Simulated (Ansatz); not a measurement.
PBE exchange is replaced step by step with exact exchange (0 % is PBE, 25 % PBE0; no dispersion term), basis def2-SVP, Ansatz. System: W5O21H12. Charge 0, multiplicity 1. Geometry: PBE-D4/def2-SVP.

Geometry of the singlet:

Cartesian coordinates in Å:
```
W -0.280 -0.785 -0.649
W 2.760 0.009 1.249
W -0.821 2.899 -0.186
W 0.463 -4.451 -0.503
W -3.261 0.933 -1.181
O 2.470 1.682 0.383
O 3.286 0.755 2.900
O -2.056 4.350 0.032
O -0.358 2.670 1.491
O 1.555 -0.614 -0.116
O 1.704 -3.558 0.380
O 0.819 -4.687 -2.368
O 2.615 -1.743 1.847
O 4.466 -0.210 0.493
O 0.776 0.420 2.318
O -1.879 2.511 -2.005
O -4.294 1.860 -2.530
O -2.632 1.759 0.307
O -0.092 1.231 -0.736
O 0.543 3.999 -0.881
O -1.261 -4.065 0.172
O 0.643 -6.083 0.012
O 0.014 -2.251 -1.579
O -4.603 0.040 -0.569
O -0.943 -1.306 0.886
O -1.995 -0.369 -1.591
H 1.814 1.745 -0.352
H 2.675 0.927 3.642
H -2.898 4.264 0.517
H 0.342 1.313 2.098
H 1.049 -5.587 -2.668
H 2.222 -2.552 1.308
H 4.964 -1.043 0.605
H 0.071 -0.257 2.150
H -2.377 3.247 -2.413
H -5.221 1.558 -2.606
H 1.172 4.548 -0.378
H -1.454 -3.160 0.521
```

In the def2 sets W takes a core potential; there is no spin–orbit coupling. Single mean-field runs in def2-SVP are fitted with def2-universal-jkfit.

```tsv
exact exchange (%)	HOMO (eV)	LUMO (eV)	gap (eV)
0	-7.11	-3.88	3.23
5	-7.43	-3.78	3.65
10	-7.76	-3.68	4.07
25	-8.75	-3.38	5.37
35	-9.41	-3.16	6.26
50	-10.43	-2.80	7.62
```

Q: Fit a straight line to the column «gap (eV)» against the share of exact exchange and predict its value at 15 %.

A: With x = exact exchange (%) and y = gap (eV): mean x = 20.83, mean y = 5.033; Σ(x − x̄)(y − ȳ) = 164.1, Σ(x − x̄)² = 1871; slope b = 0.08771, intercept a = ȳ − b·x̄ = 3.206. The residuals of the fitted rows reach 0.03. At x = 15 the line gives 3.206 + (0.08771 × 15) = 4.52; the run gave 4.50, 0.02 less than the line.
